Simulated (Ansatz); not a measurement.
The cluster Fe₂S⁺, relaxed as a sextet with UKS r2SCAN-D4/def2-TZVP in Ansatz, starting from the r2SCAN-D4/def2-TZVP geometry of the charge +1 doublet. Force threshold 0.02 eV/Å.

The charge 1 sextet is spin-contaminated (final ⟨S²⟩ up to 9.71, 8.75 for a pure state). At r2SCAN-D4/def2-TZVP a doublet of charge 1 lies 0.86 eV below the sextet, each at its own geometry. The structure comes from a short search, and lower isomers may exist.

Start:

```xyz
3

Fe   -1.289   -0.187    0.540
Fe    0.503    0.002   -1.318
S     0.786    0.185    0.779
```

```csv
step,energy (eV),largest force component (eV/Å),SCF passes
1,-79601.8850,0.416,99
2,-79601.8950,0.197,50
3,-79601.8984,0.007,49
```

Force components are those of the run's own axes.

End:

```xyz
3

Fe   -1.2573   -0.1826    0.5209
Fe    0.4799   -0.0024   -1.3221
S     0.7774    0.1850    0.8012
```

By distances, no bond broke or formed. The bond that changes most is Fe1–S3, from 2.12 to 2.09 Å (atoms count from 1).

No frequencies were taken in this run, so the end may be a saddle point.

Run time 15 s (4 threads of Arm Neoverse V2 on a shared host).
